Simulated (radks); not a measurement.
Removal energies from the selenium ion Se12+, [Ar] 3d(3/2: 4, 5/2: 0), by Delta-SCF beside the eigenvalue of the level emptied. Calculated with a radial shooting solver on a logarithmic mesh with Libxc functionals: Dirac Kohn-Sham, PBE, spin-unpolarised, spherical densities, finite nucleus; Fermi nuclear charge, rms radius of each element as measured or else 0.836 A^(1/3) + 0.57 fm. Sub-shells are occupied by j as written (lower j first in brackets).

| removed from | final configuration | Delta-SCF (eV) | -eigenvalue (eV) |
|---|---|---|---|
| 3d3/2 | [Ar] 3d(3/2: 3, 5/2: 0) | 381.80 | 360.49 |
| 3p3/2 | [Ne] 3s2 3p(1/2: 2, 3/2: 3) 3d(3/2: 4, 5/2: 0) | 475.92 | 455.78 |
| 3p1/2 | [Ne] 3s2 3p(1/2: 1, 3/2: 4) 3d(3/2: 4, 5/2: 0) | 483.35 | 462.97 |
| 3s1/2 | [Ne] 3s1 3p6 3d(3/2: 4, 5/2: 0) | 540.02 | 519.83 |
